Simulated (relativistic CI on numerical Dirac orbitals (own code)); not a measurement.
**Electric-dipole transitions in Ba XXII**

Method of calculation: Dirac-Coulomb-Breit CI, KLI orbitals optimised for each configuration, QED by a radiative potential, unscaled Slater integrals (own radial code, finite nucleus).

Configuration list (outside the closed core [Ar] 3d10): 4s2 4p5, 4s 4p6, 4s2 4p4 4d, 4s 4p5 4d, 4s2 4p4 4f, 4s 4p5 4f, 4p6 4d, 4s 4p4 4d2, 4s2 4p3 4d 4f, 4p6 4f, 4s2 4p4 5s, 4s2 4p4 5p, 4p6 5s, 4s 4p4 4d 5s, 4p5 4d 4f, 4s 4p5 5s, 4s2 4p4 5d, 4s2 4p3 4f 5s, 4s 4p4 4f2, 4s 4p5 5p, 4s2 4p4 5f, 4s2 4p4 5g, 4s 4p5 5d, 4s2 4p4 6s, 4s2 4p4 6p, 4s 4p4 5s2, 4s 4p5 5f, 4s2 4p3 4d2, 4s2 4p2 4d3, 4s 4p3 4d3, 4s2 4p2 4d2 4f, 4s 4p3 4d2 4f, 4s2 4p2 4d2 5s, 4p5 4d2, 4p4 4d3, 4p4 4d2 4f, 4p4 4d2 5s, 4p5 4d 5s, 4p4 4d 4f 5s, 4p4 4d 5s2, 4s2 4p3 5s2, 4s2 4p2 4d 5s2, 4s 4p3 4d 5s2, 4s2 4p2 4f 5s2, 4s 4p3 4f 5s2. Double excitations out of closed p, d and f shells are left out; levels of such configurations are missing from the list, as are those of other unlisted configurations, and high levels can miss mixing partners. These lack a partner that the ground configuration has and come out too high: 4s2 4p4 5p, 4s 4p5 5s, 4s2 4p4 5d, 4s 4p5 5p, 4s2 4p4 5f.

| λ vac (Å) | Lower | Upper | A (s⁻¹) | gf | Branching (%) |
| --- | --- | --- | --- | --- | --- |
| 94.397 | 4s2 4p4 4d 4F_9/2 [9] | 4s2 4p4 4f 2H°_11/2 [163] | 1.47e+11 | 2.36e+00 | 89.6 |
| 95.163 | 4s2 4p4 4d 4F_7/2 [17] | 4s2 4p3 4d2 2G°_9/2 [204] | 2.43e+11 | 3.29e+00 | 33.3 |
| 95.892 | 4s2 4p4 4d 4D_5/2 [5] | 4s2 4p3 4d2 4D°_5/2 [137] | 2.71e+11 | 2.24e+00 | 51.2 |
| 95.906 | 4s2 4p4 4d 4F_9/2 [9] | 4s2 4p4 4f 4G°_11/2 [156] | 6.19e+11 | 1.02e+01 | 99.6 |
| 96.066 | 4s2 4p4 4d 2G_9/2 [22] | 4s2 4p3 4d2 2H°_11/2 [209] | 7.87e+11 | 1.31e+01 | 99.8 |
| 96.298 | 4s2 4p4 4d 2P_1/2 [6] | 4s2 4p3 4d2 2D°_3/2 [140] | 5.29e+11 | 2.94e+00 | 69.3 |
| 96.447 | 4s2 4p4 4d 2F_7/2 [8] | 4s2 4p3 4d2 4F°_9/2 [153] | 4.47e+11 | 6.23e+00 | 60.1 |
| 96.496 | 4s2 4p4 4d 2F_7/2 [8] | 4s2 4p3 4d2 2F°_7/2 [152] | 5.24e+11 | 5.85e+00 | 71.8 |
| 96.572 | 4s2 4p4 4d 2D_5/2 [12] | 4s2 4p3 4d2 2F°_5/2 [176] | 3.28e+11 | 2.75e+00 | 50.6 |
| 96.627 | 4s2 4p4 4d 4F_9/2 [9] | 4s2 4p3 4d2 4F°_9/2 [153] | 2.34e+11 | 3.28e+00 | 31.5 |
| 96.645 | 4s2 4p4 4d 2D_5/2 [23] | 4s2 4p3 4d2 2F°_7/2 [211] | 3.82e+11 | 4.28e+00 | 47.3 |
| 96.720 | 4s2 4p4 4d 2F_7/2 [24] | 4s2 4p3 4d2 2G°_9/2 [219] | 7.70e+11 | 1.08e+01 | 98.8 |
| 96.815 | 4s2 4p4 4d 2F_5/2 [21] | 4s2 4p3 4d2 2F°_7/2 [207] | 4.84e+11 | 5.44e+00 | 78.7 |
| 96.834 | 4s2 4p4 4d 4D_7/2 [7] | 4s2 4p3 4d2 4D°_7/2 [139] | 5.26e+11 | 5.92e+00 | 78.8 |
| 97.067 | 4s 4p6 2S_1/2 [3] | 4s 4p5 4d 2P°_3/2 [92] | 6.49e+11 | 3.67e+00 | 95.9 |
| 97.140 | 4s2 4p4 4d 4D_7/2 [7] | 4s2 4p3 4d2 4D°_5/2 [138] | 2.85e+11 | 2.42e+00 | 72.8 |
| 97.267 | 4s2 4p4 4d 2D_5/2 [12] | 4s2 4p3 4d2 4D°_7/2 [174] | 4.50e+11 | 5.10e+00 | 72.1 |
| 97.492 | 4s2 4p4 4d 4F_9/2 [9] | 4s2 4p3 4d2 4D°_7/2 [147] | 3.33e+11 | 3.79e+00 | 73.5 |
| 97.755 | 4s2 4p4 4d 4D_7/2 [7] | 4s2 4p3 4d2 4F°_9/2 [136] | 5.81e+11 | 8.33e+00 | 91.2 |
| 97.757 | 4s2 4p5 2P°_3/2 [1] | 4s2 4p4 4d 2D_3/2 [28] | 4.12e+11 | 2.36e+00 | 90.6 |
| 97.758 | 4s2 4p4 4d 2F_5/2 [18] | 4s2 4p3 4d2 2G°_7/2 [199] | 3.06e+11 | 3.51e+00 | 37.9 |
| 97.811 | 4s2 4p4 4d 4F_5/2 [14] | 4s2 4p3 4d2 2F°_7/2 [177] | 3.06e+11 | 3.52e+00 | 57.0 |
| 97.876 | 4s2 4p4 4d 4F_9/2 [9] | 4s2 4p3 4d2 4F°_9/2 [145] | 4.65e+11 | 6.67e+00 | 77.5 |
| 97.922 | 4s2 4p4 4d 4D_5/2 [5] | 4s2 4p3 4d2 2G°_7/2 [129] | 2.06e+11 | 2.37e+00 | 71.7 |
| 97.953 | 4s2 4p4 4d 2D_5/2 [27] | 4s2 4p3 4d2 2F°_7/2 [233] | 1.40e+12 | 1.62e+01 | 94.7 |
| 98.028 | 4s2 4p4 4d 2G_7/2 [19] | 4s2 4p3 4d2 2G°_7/2 [199] | 3.21e+11 | 3.70e+00 | 39.8 |
| 98.189 | 4s2 4p4 4d 2G_9/2 [22] | 4s2 4p3 4d2 2G°_9/2 [204] | 4.67e+11 | 6.74e+00 | 64.0 |
| 98.567 | 4s2 4p5 2P°_3/2 [1] | 4s2 4p4 4d 2D_5/2 [27] | 7.88e+11 | 6.89e+00 | 100.0 |
| 98.789 | 4s2 4p4 4d 2F_7/2 [8] | 4s2 4p3 4d2 2D°_5/2 [141] | 2.49e+11 | 2.19e+00 | 66.4 |
| 98.803 | 4s2 4p4 4d 2F_7/2 [24] | 4s2 4p3 4d2 2F°_7/2 [211] | 4.15e+11 | 4.86e+00 | 51.4 |
| 98.849 | 4s2 4p4 4d 4D_5/2 [5] | 4s2 4p3 4d2 4P°_3/2 [125] | 4.22e+11 | 2.47e+00 | 71.8 |
| 98.993 | 4s2 4p4 4d 2G_7/2 [19] | 4s2 4p4 4f 2H°_9/2 [194] | 7.23e+11 | 1.06e+01 | 96.7 |
| 99.192 | 4s2 4p4 4d 4D_3/2 [4] | 4s2 4p3 4d2 2P°_3/2 [122] | 2.88e+11 | 1.70e+00 | 79.5 |
| 99.407 | 4s2 4p4 4d 2D_3/2 [10] | 4s2 4p3 4d2 2F°_5/2 [146] | 3.64e+11 | 3.23e+00 | 74.4 |
| 99.546 | 4s2 4p4 4d 2F_5/2 [18] | 4s2 4p4 4f 2G°_7/2 [193] | 3.45e+11 | 4.10e+00 | 59.1 |
| 99.599 | 4s2 4p4 4d 2D_3/2 [28] | 4s2 4p3 4d2 2D°_5/2 [228] | 7.17e+11 | 6.39e+00 | 60.7 |
| 99.684 | 4s2 4p5 2P°_1/2 [2] | 4s2 4p4 4d 2D_3/2 [31] | 7.09e+11 | 4.23e+00 | 99.7 |
| 100.26 | 4s2 4p4 4d 4D_5/2 [5] | 4s2 4p4 4f 4F°_5/2 [118] | 1.97e+11 | 1.78e+00 | 49.0 |
| 100.34 | 4s2 4p4 4d 2P_3/2 [25] | 4s2 4p3 4d2 2D°_5/2 [216] | 6.21e+11 | 5.62e+00 | 80.5 |
| 100.50 | 4s2 4p4 4d 2D_3/2 [31] | 4s2 4p3 4d2 2F°_5/2 [279] | 1.34e+12 | 1.22e+01 | 94.4 |
| 101.02 | 4s2 4p5 2P°_3/2 [1] | 4s2 4p4 4d 2S_1/2 [26] | 6.85e+11 | 2.10e+00 | 96.0 |
| 101.60 | 4s2 4p5 2P°_3/2 [1] | 4s2 4p4 4d 2P_3/2 [25] | 2.57e+11 | 1.59e+00 | 85.8 |
| 102.75 | 4s2 4p4 4d 2D_5/2 [30] | 4s2 4p4 4f 2F°_7/2 [243] | 5.82e+11 | 7.37e+00 | 86.5 |
| 104.34 | 4s2 4p4 4d 2D_5/2 [30] | 4s2 4p3 4d2 2D°_5/2 [239] | 5.99e+11 | 5.87e+00 | 84.0 |
| 109.51 | 4s2 4p5 2P°_1/2 [2] | 4s2 4p4 4d 2P_1/2 [29] | 5.39e+11 | 1.94e+00 | 93.1 |

Terms are leading LS components. Brackets give the number of a level in order of energy, since labels repeat. The list gives strong lines, with weight on those to low levels, without lines whose two gauges differ by over a factor of 2.5, among the lowest 400 of 9425 levels, so that lines to higher ones, which can be the strongest, are missing. Levels whose partners in the same complex of configurations lie outside the list can be far off, and so can their lines. Rates are taken at the computed energies, electric ones in the length gauge.

At this charge energies of transitions that change n are usually good to better than 1 %, and those within a shell (Δn = 0) to a few per cent.

LS names give the leading component of a level, which can be under half, so a name can repeat, a term be missing and a line seem to break the LS rules.
